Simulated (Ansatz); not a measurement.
Ideal-gas functions of `FB(F)[CH2][SbH2]` at 600 K and 1 bar, from an Ansatz frequency run at PBE0-D4/def2-TZVP.

Molar mass 186.61 g/mol, point group Cs (symmetry number 1), electronic degeneracy 1, moments of inertia 80.237, 459.522, 484.59 u Å². Harmonic wavenumbers (cm⁻¹, unscaled): 54, 83, 106, 336, 429, 511, 550, 599, 703, 808, 824, 838, 1015, 1045, 1324, 1402, 1442, 1961, 1967, 3103, 3170.

Use S(trans) = R[1.5 ln M + 2.5 ln T − 1.1517]; rotational temperatures θ = 24.2544 K / I; S(rot) = R[ln(√π/σ · √(T³/θAθBθC)) + 1.5]; for each mode x = 1.438777 ν̃/T, S = R[x/(eˣ − 1) − ln(1 − e⁻ˣ)] and H = RT x/(eˣ − 1); 1 cm⁻¹ = 0.0119627 kJ/mol; R = 8.31446 J/(mol·K).

Problem. By hand: the entropy, in J/(mol·K).

Solution. Translation 188.6. Rotation: θ = 0.3023, 0.0528, 0.0501 K, giving 126.7. Vibration, mode by mode: 25.32, 21.75, 19.73, 10.33, 8.44, 7.13, 6.59, 5.98, 4.89, 4.00, 3.88, 3.78, 2.71, 2.56, 1.51, 1.30, 1.20, 0.43, 0.43, 0.04, 0.04, in all 132.0. Electronic 0.0. Sum 447.3 J/(mol·K).

Problem. By hand: H − E and G − E in kJ/mol, counted from the electronic energy.

Solution. Zero-point energy ½ × 22270 × 0.0119627 = 133.2; thermal vibration 38.1; translation, rotation and pV give 4 RT = 20.0. H − E = 191.3 kJ/mol, and G − E = 191.3 − 600 × 447.3/1000 = -77.1 kJ/mol.

Vibration gives 30 % of the entropy, 66.8 J/(mol·K) of it from the modes under 150 cm⁻¹: soft modes count most, and the harmonic formula is weakest for them. The sum counts one conformer and one mirror image; others add a mixing term.
